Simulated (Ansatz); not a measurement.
Basis-set extrapolation for C2H6FNSSi, SMILES `FC1NC[SiH2]S1` (PBE0-D4/def2-TZVP geometry, frozen core, the Gaussian-basis code of Ansatz). Multiplicity 1, RHF reference.

```json
{"": "HF", "def2-TZVPP": "-919.714693", "def2-QZVPP": "-919.745106"}
{"": "MP2 correlation", "def2-TZVPP": "-1.084954", "def2-QZVPP": "-1.170885"}
{"": "CCSD(T) correlation", "def2-TZVPP": "-1.179202", "def2-QZVPP": "not run"}
```

Energies in hartree. Use E(X) = E(∞) + A·exp(−7.88·√X) for Hartree–Fock and E(X) = E(∞) + B·X^(−2.97) for correlation, with X = 3 and 4, and add CCSD(T) minus MP2 of the smaller set to the MP2 limit.

Question: What is the CCSD(T) energy at the basis-set limit?

Answer: HF limit: -919.745106 + (-0.030413) × 0.13774 = -919.74930. MP2 limit: -1.170885 + (-0.085931) × 0.74074 = -1.23454. Higher-order term: -1.179202 − (-1.084954) = -0.09425. Total: -921.07809 hartree, 115.6 kcal/mol below CCSD(T)/def2-TZVPP.
